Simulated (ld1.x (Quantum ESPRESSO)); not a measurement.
Scattering properties, PAW potential for zirconium

| Quantity | Value |
| --- | --- |
| Element | Zr (Z = 40) |
| Generator | ld1.x (Quantum ESPRESSO) 7.5 |
| Type | PAW |
| Functional | Wu–Cohen |
| Relativity | scalar-relativistic |
| Frozen core | [Kr] |
| Valence charge | 4 |
| Reference configuration | 4d2 5s2 5p0 |
| Partial waves | 5s (bound): rcut 2.85, rcutus 3.75 bohr; 5s channel at 0.05 Ry: rcut 2.85, rcutus 3.75 bohr; 5p (bound, empty): rcut 3.45, rcutus 3.95 bohr; 5p channel at 4.6 Ry: rcut 3.45, rcutus 3.95 bohr; 4d (bound): rcut 1.65, rcutus 2.10 bohr; 4d channel at 0.8 Ry: rcut 1.65, rcutus 2.10 bohr |
| Local potential | all-electron potential smoothed inside 1.60 bohr (lloc = -1) |
| Core correction | Bessel-smoothed model core inside 1.10 bohr |
| Augmentation charge | PSQ, inside the norm-conserving radii |

The phase is arctan(r·u′/u) with u = r·R(r), unwrapped; energies in Ry, scanned from -2 to 5 Ry. A pole is an energy at which the radial function vanishes at the test radius. The pseudo phase is shifted by a multiple of π to meet the all-electron one at the reference energy, and phase errors are pseudo minus all-electron; the curves can meet again beyond the range given. Levels narrower than the energy grid can be missing from the lists of poles.

```tsv
channel	radius (bohr)	reference energy (Ry)	poles, all-electron	poles, pseudo	unbroken range about the reference energy with phases within 0.05 rad	phase error 1 Ry above the reference energy (rad)
s	4.28	-0.33	0.11, 3.08	0.11, 2.47, 4.51	below 1.2	-0.001
p	4.28	-0.11	0.66, 3.78	0.64, 3.75	below 1.5	-0.009
d	4.28	-0.26	-0.18, 1.79	-0.18, 1.79	below 3.2	+0.000
```

The ghost test of this file was not conclusive. Its overlap operator is not positive definite in a basis up to 400 Ry (lowest eigenvalue s -0.09, p -0.07), so the file is unfit for use: the generalised eigenproblem breaks down once the basis is large enough, and its test numbers describe a broken file.

Phases in the p channel:

```
E (Ry)  all-electron  pseudo
 -2.00         1.393   1.390
 -1.52         1.359   1.357
 -1.04         1.297   1.296
 -0.56         1.128   1.127
 -0.08        -0.328  -0.328
  0.40        -1.459  -1.463
  0.88        -1.634  -1.644
  1.36        -1.778  -1.805
  1.84        -2.252  -2.503
  2.32        -4.257  -4.348
  2.80        -4.567  -4.583
  3.28        -4.659  -4.664
  3.76        -4.711  -4.713
  4.24        -4.754  -4.755
  4.72        -4.806  -4.806
```
